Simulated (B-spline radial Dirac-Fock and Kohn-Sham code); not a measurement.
**Dipole and non-dipole photoemission parameters of S 2p3/2**

System: the free sulfur atom in the configuration [Ne] 3s2 3p4; threshold 162.5 eV (tabulated edge). The computed values come from a radial B-spline solver: Dirac-Hartree-Slater photoionisation with a Latter tail; cross sections with all multipoles, angular parameters from the dipole term and its interference with E2.

For linearly polarised light dσ/dΩ = σ/(4π) [1 + β P₂(cos θ) + (δ + γ cos²θ) sin θ cos φ], with θ from the polarisation vector and φ the angle between the beam and the projection of the electron momentum on the plane normal to the polarisation.

| hν (eV) | σ (kb) | β | γ | δ |
| --- | --- | --- | --- | --- |
| 200 | 2350 | 0.930 | -0.038 | 0.010 |
| 230 | 1960 | 1.190 | -0.016 | 0.011 |
| 231 | 1950 | 1.195 | -0.015 | 0.011 |
| 233 | 1920 | 1.207 | -0.013 | 0.011 |
| 300 | 1170 | 1.406 | 0.043 | 0.013 |
| 405 | 580 | 1.480 | 0.127 | 0.016 |
| 600 | ? | ? | ? | ? |
| 800 | 94.6 | 1.392 | 0.356 | 0.027 |
| 955 | 56.8 | 1.336 | 0.418 | 0.033 |
| 1110 | 36.4 | 1.281 | 0.471 | 0.038 |
| 1180 | 30.3 | 1.257 | 0.492 | 0.041 |
| 1253.6 | 25.2 | 1.232 | 0.513 | 0.043 |
| 1400 | 18.0 | 1.185 | 0.550 | 0.049 |
| 1470 | 15.5 | 1.164 | 0.567 | 0.052 |
| 1800 | 8.15 | 1.072 | 0.634 | 0.064 |
| 2000 | 5.81 | 1.022 | 0.667 | 0.072 |
| 2500 | 2.79 | 0.914 | 0.735 | 0.091 |
| 2600 | 2.45 | 0.895 | 0.747 | 0.095 |
| 3780 | 0.684 | 0.716 | 0.851 | 0.137 |
| 4170 | 0.485 | 0.670 | 0.876 | 0.150 |
| 4460 | 0.383 | 0.640 | 0.892 | 0.159 |
| 5380 | 0.197 | 0.559 | 0.937 | 0.188 |
| 7130 | 0.0709 | 0.448 | 1.002 | 0.237 |
| 9460 | 0.0249 | 0.349 | 1.072 | 0.295 |
| 15000 | 0.00433 | 0.207 | 1.191 | 0.408 |

Task: Give the values at 600 eV.

Result: σ = 210 kb, β = 1.459, γ = 0.256, δ = 0.021.
